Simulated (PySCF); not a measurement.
Problem. Give a GFN2-xTB geometry of InChI=1S/C7H9FN/c1-2-3-6-4-9-5-7(6)8/h4-5H,2-3H2,1H3/q-1. (Charge -1.)

Solution. 
Z-matrix in Å and degrees, rows numbered from 1:
```
C 
C   1  1.5226
C   2  1.5357  1  111.33
C   3  1.4961  2  112.27  1    61.75
C   4  1.3899  3  128.95  2    72.05
N   5  1.3452  4  112.81  3  -178.62
C   6  1.3512  5  105.73  4     0.09
C   7  1.3771  6  110.10  5     0.09
F   8  1.3906  4  125.49  3    -1.97
H   1  1.0874  2  109.13  3   -56.46
H   1  1.0892  2  110.48  3    62.37
H   1  1.0908  2  111.34  3  -176.76
H   2  1.0932  1  109.18  3   119.88
H   2  1.0978  1  109.79  3  -121.95
H   3  1.0988  2  108.32  1  -176.30
H   3  1.0955  2  108.88  1   -59.41
H   5  1.0823  4  127.05  3     1.78
H   7  1.0795  6  121.33  5  -179.85
```

C8 (aromatic C–F carbon) is planar (angles 126.4°, 125.5° and 108.1°, sum 360.0°, 0.00 Å off the plane of its three neighbours). The 5-membered ring C4–C5–N6–C7–C8 has internal angles of 103.2° to 112.8° (sum 540°, against 540° for a flat polygon); it is planar, 0.00 Å rms from its mean plane, widest ring torsion 0°. C7 (aromatic CH next to a ring nitrogen) is planar (angles 128.6°, 121.3° and 110.1°, sum 360.0°, 0.00 Å off the plane of its three neighbours). C4 (substituted aromatic carbon) is planar (angles 129.0°, 127.8° and 103.2°, sum 360.0°, 0.01 Å off the plane of its three neighbours).

Structure optimised with GFN2-xTB, isolated species.

Point group: C1 (no symmetry element, even within 0.4 Å). Not checked by GFN2-xTB frequencies. Torsions: C1–C2–C3–C4 62°, C2–C3–C4–C5 72°.

One conformer stands for the species.

The numbers are calculated, not measured.
